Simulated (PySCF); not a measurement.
B(OH)2(OMe) (CH₅BO₃), SMILES OB(OC)O. Atoms are numbered in the order given.

```xyz
10

B      0.0414     0.5113     0.0000
O      0.8030     1.6505     0.0000
H      0.3050     2.4736     0.0000
O     -1.3345     0.4870     0.0000
H     -1.7635     1.3484     0.0000
O      0.7158    -0.6670     0.0000
C      0.0342    -1.9008     0.0000
H     -0.6065    -2.0156     0.8915
H      0.7840    -2.7061     0.0000
H     -0.6065    -2.0156    -0.8915
```

The structure is a stationary point at B3LYP-D3(BJ)/def2-SVP. One conformer was computed; it need not be the lowest.

All values below come from PBE/def2-TZVP (PySCF).

Isolated molecule, no solvent.

```
Quantity                                                                                                         Value
---------------------------------------------------------------------------------------------  -----------------------
total energy                                                                                        -291.56974 hartree
point group                                                                                                         Cs
highest occupied level                                                                                        -6.67 eV
lowest empty level                                                                                            -0.66 eV
orbital gap                                                                                                    6.01 eV
dipole moment                                                                                                   2.64 D
quadrupole, principal values (traceless, Buckingham form, about the centre of nuclear charge)  -9.59, -3.50, 13.09 D·Å
mean static polarisability                                                                        39.1 bohr³ (5.80 Å³)
polarisability, principal values                                                                30.9, 38.4, 48.1 bohr³
```
